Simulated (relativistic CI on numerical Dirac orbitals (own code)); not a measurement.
One change at a time: Tb⁴⁷⁺

Base calculation: Dirac-Coulomb-Breit CI, separate exchange-only KLI orbitals for each configuration, a model potential for QED, unscaled Slater integrals.

Configuration list (outside the closed core [Ne]): 3s2.3p6, 3s2.3p5.3d, 3s.3p6.3d, 3s2.3p5.4s, 3s2.3p5.4p, 3s2.3p5.4d, 3p6.3d.4p, 3s.3p6.4s, 3p6.3d2, 3p5.3d3, 3p5.3d2.4s, 3p5.3d2.4p, 3p5.3d2.4d, 3p6.3d.4s, 3p5.3d.4s2, 3p5.3d.4s.4p, 3p5.3d.4s.4d. Double excitations out of closed p, d and f shells are left out; levels of such configurations are missing from the list, as are those of other unlisted configurations, and high levels can miss mixing partners.

Variants: (1) only the first 3 configurations; (2) one mean potential for all configurations. Shifts of the energy above 3s2.3p6 1S_0, in eV, for the lowest level and the first level of each name with at least 55 % of one term (blank where a level changes its place among those of its configuration and J or its character, or is not in the variant):

| Level | Base | Δ(1) | Δ(2) |
| --- | --- | --- | --- |
| 3s2.3p6 1S_0 | 0.00 | 0.00 | 0.00 |
| 3s2.3p5.3d 3P°_0 | 200.06 | -0.12 | -0.09 |
| 3s2.3p5.3d 3P°_1 | 208.80 | -0.12 | -0.09 |
| 3s2.3p5.3d 3F°_3 | 213.69 | -0.12 | -0.09 |
| 3s2.3p5.3d 3F°_4 | 249.75 | -0.12 | -0.09 |
| 3s2.3p5.3d 3D°_3 | 264.22 | -0.12 | -0.09 |
| 3s2.3p5.3d 3F°_2 | 395.73 | -0.12 | -0.09 |
| 3s.3p6.3d 3D_1 | 576.32 | -0.33 | +0.07 |
| 3s.3p6.3d 3D_2 | 581.54 | -0.23 | +0.07 |
| 3s.3p6.3d 3D_3 | 618.57 | -0.33 | +0.06 |
| 3s.3p6.3d 1D_2 | 630.87 | +0.01 | +0.06 |
| 3p6.3d2 3F_2 | 1166.54 |  | +0.16 |
| 3p6.3d2 3P_0 | 1186.69 |  | +0.22 |
| 3p6.3d2 3F_3 | 1205.56 |  | +0.11 |
| 3p6.3d2 1G_4 | 1217.40 |  | +0.14 |
| 3p6.3d2 3P_1 | 1219.27 |  | +0.16 |
| 3p6.3d2 3F_4 | 1252.54 |  | +0.10 |
| 3p6.3d2 1S_0 | 1282.18 |  | +0.20 |
| 3p5.3d3 5D°_0 | 1374.40 |  | +0.54 |
| 3p5.3d3 3P°_1 | 1455.78 |  | +0.45 |
| 3p5.3d3 3I°_7 | 1456.01 |  | +0.43 |

At this charge energies of transitions that change n are usually good to better than 1 %, and those within a shell (Δn = 0) to a few per cent.

Ionisation energy from the two ground configurations alone: base 4139.28 eV. The NIST ASD value (theoretical) is 4139 eV.

LS names give the leading component of a level, which can be under half, so a name can repeat, a term be missing and a line seem to break the LS rules.
